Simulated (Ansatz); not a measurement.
C4H9 (SMILES C[C-](C)C), charge -1, singlet, at a GFN2-xTB geometry (a gas-phase anion, which may not be bound at this level). Base run: MP2/3-21G (Ansatz, a program for electronic structure).

Here is a job for Ansatz.
Ansatz 0.2 input:
```yaml
crystal:
  periodic: [false, false, false]
  atoms:
    - {symbol: C, position_ang: [0.00366132, -0.00257993, 0.50987381]}
    - {symbol: C, position_ang: [0.00604899, 1.42125247, -0.05700883]}
    - {symbol: H, position_ang: [-0.00171725, 1.48743097, -1.17683124]}
    - {symbol: H, position_ang: [-0.87186003, 1.98005613, 0.29102195]}
    - {symbol: H, position_ang: [0.89392380, 1.97203055, 0.27830152]}
    - {symbol: C, position_ang: [1.22682796, -0.71573222, -0.07658806]}
    - {symbol: H, position_ang: [1.27104904, -0.74055799, -1.19724426]}
    - {symbol: H, position_ang: [2.15487708, -0.23527963, 0.25807796]}
    - {symbol: H, position_ang: [1.26497933, -1.76050060, 0.25675066]}
    - {symbol: C, position_ang: [-1.23425894, -0.70454644, -0.05885878]}
    - {symbol: H, position_ang: [-1.29484415, -0.72889586, -1.17875997]}
    - {symbol: H, position_ang: [-1.27709886, -1.74894672, 0.27506338]}
    - {symbol: H, position_ang: [-2.15298495, -0.21570016, 0.28911112]}
basis:
  gaussian:
    orbitals: 3-21G.json
total_charge: -1
magnetization: {spin_polarized: false}
correlation: {method: mp2}
```
The basis file holds 3-21G in the JSON format of the Basis Set Exchange.

Each row names what was changed in the base input (with any setting that the change needs).

```tsv
change	ΔE vs base (mEh)	MP2 correlation (Eh)	basis functions
base	0.000	-0.37275	54
method = bccd	-49.239	-0.37275	54
reference functional = pbe0	-6.834	-	54
electrons = all	-6.587	-0.37934	54
fitting = cc-pVTZ-JKFIT (mean field), cc-pVTZ-RIFIT (correlation)	0.082	-0.37274	54
method = rpa	-69.839	-	54
accuracy = high	-0.023	-0.37276	54
method = ccsd_t	-61.338	-0.37275	54
lower_state_search = off	0.000	-0.37275	54
electrons = outside_noble_gas	0.000	-0.37275	54
```

A gas-phase anion may not be bound at this level; its values then depend on the basis.
